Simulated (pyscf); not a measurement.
`[OH][Ti]([F])([F])[F]`, singlet

Gas-phase minimum from PySCF at ωB97X-D3(BJ)/def2-SVP, one conformer. 

```xyz
6

O      0.6793     1.2792    -0.3711
Ti     1.0077    -0.2314     0.4418
F      1.2477     0.0607     2.1376
F     -0.3252    -1.3243     0.2154
F      2.4307    -0.9588    -0.2373
H      0.7111     1.7492    -1.2101
```

Bond lengths (Å): O1–Ti2 1.747, O1–H6 0.962, Ti2–F3 1.737, Ti2–F4 1.738, Ti2–F5 1.736. Bond angles (°): Ti2–O1–H6 145.3, O1–Ti2–F3 109.6, O1–Ti2–F4 109.8, O1–Ti2–F5 109.5, F3–Ti2–F4 109.8, F3–Ti2–F5 109.8, F4–Ti2–F5 108.3.

Properties at ωB97X-D3(BJ)/def2-SVP:

```yaml
harmonic_wavenumbers_unscaled: 68, 185, 206, 207, 234, 241, 302, 754, 824, 832, 874, 3958 cm⁻¹
zero_point_energy: 12.4 kcal/mol
rotational_symmetry_number: 1
Entropy of this conformer at 298 K and 1 atm, rigid rotor and harmonic oscillator, modes under 100 cm⁻¹ raised to 100: 345.5 J/(mol K)
dipole_moment: 2.59 D
```

Single-point totals, which compare only within one level:

```csv
level,total energy (hartree)
ωB97X-D3(BJ)/def2-TZVP,-1225.26669
PBE/def2-TZVP,-1224.71636
r²SCAN/def2-TZVP,-1225.10579
B3LYP-D3(BJ)/def2-TZVP,-1225.30132
PBE0-D3(BJ)/def2-TZVP,-1224.70774
M06-2X/def2-TZVP,-1225.08399
ωB97M-D3(BJ)/def2-TZVP,-1225.36106
```

Soft torsions are taken as harmonic, which can shift the entropy by several J/(mol K).
